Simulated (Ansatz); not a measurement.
GeO, closed-shell singlet (the spin of the measured ground state), most abundant isotopes (15.9949 and 73.9212 u). Constants from fifth-degree fits in 1/R to seven points on the lowest solution found; no spin–orbit coupling, no relativity up to Kr; ω_e x_e and α_e move by some per cent with the fit.

Correlated levels freeze the inner cores; with def2 sets outer-core shells near the valence are correlated too.

Run with Ansatz (Gaussian orbitals). Each number belongs to the level named beside it.

Total energies (hartree; each atom in its lowest state at that level) and vibrational constants (cm⁻¹):

| level | E(GeO) at r_e | E(O) | E(Ge) | ω_e | ω_e x_e |
|---|---|---|---|---|---|
| PBE/def2-TZVPP | -2151.880800 | -75.009672 | -2076.601766 | 956 | 3.8 |
| B3LYP/def2-TZVPP | -2152.310892 | -75.096275 | -2076.965140 | 1001 | 3.8 |
| wB97M-V/def2-TZVPP | -2152.132758 | -75.077171 | -2076.805905 | 1045 | 3.5 |
| CCSD(T)/def2-QZVPP | -2151.050486 | -74.994067 | -2075.801618 | 994 | 4.4 |

**Question.** Work out D_e and D₀ in eV.

**Answer.** 
D_e = E(O) + E(Ge) − E(molecule), times 27.2114 eV; D₀ = D_e − (ω_e/2 − ω_e x_e/4)/8065.54.
- PBE/def2-TZVPP: D_e = 7.330, zero point 0.059, D₀ = 7.271 eV
- B3LYP/def2-TZVPP: D_e = 6.789, zero point 0.062, D₀ = 6.727 eV
- wB97M-V/def2-TZVPP: D_e = 6.794, zero point 0.065, D₀ = 6.730 eV
- CCSD(T)/def2-QZVPP: D_e = 6.933, zero point 0.061, D₀ = 6.872 eV
No counterpoise correction is made.

Ansatz is a program for electronic structure.
